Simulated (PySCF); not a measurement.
Si(H)(F)(Br)(Me) (CH4BrFSi), SMILES C[SiH](F)Br.

Coordinates come from a PBE0-D3(BJ)/def2-SVP optimisation.

Two levels are set side by side: TDA-PBE/def2-SVPD (PySCF) and TDA-PBE0/def2-SVPD (PySCF). Vertical, same geometry. The lowest singlet is HOMO→LUMO 97 % with PBE and HOMO→LUMO 94 % with the other functional; states are paired by order. Differences are taken from unrounded values.

```csv
quantity,TDA-PBE0
lowest singlet excitation (eV),7.27
lowest triplet excitation (TDA) (eV),6.77
```

**Question.** What does TDA-PBE give, and how far is it from TDA-PBE0? (The exact figures need the calculation; the answer reports its results.)

**Answer.** 
| quantity | TDA-PBE | TDA-PBE minus TDA-PBE0 |
|---|---|---|
| lowest singlet excitation (eV) | 6.76 | -0.51 |
| lowest triplet excitation (TDA) (eV) | 6.34 | -0.44 |

Functionals without exact exchange tend to place singlet excitations lower, as here. Differences between two approximate levels are no errors against the true value.

Rough cost on one machine, each run with all the roots and properties that it gave: TDA-PBE0 against TDA-PBE about 3 times.
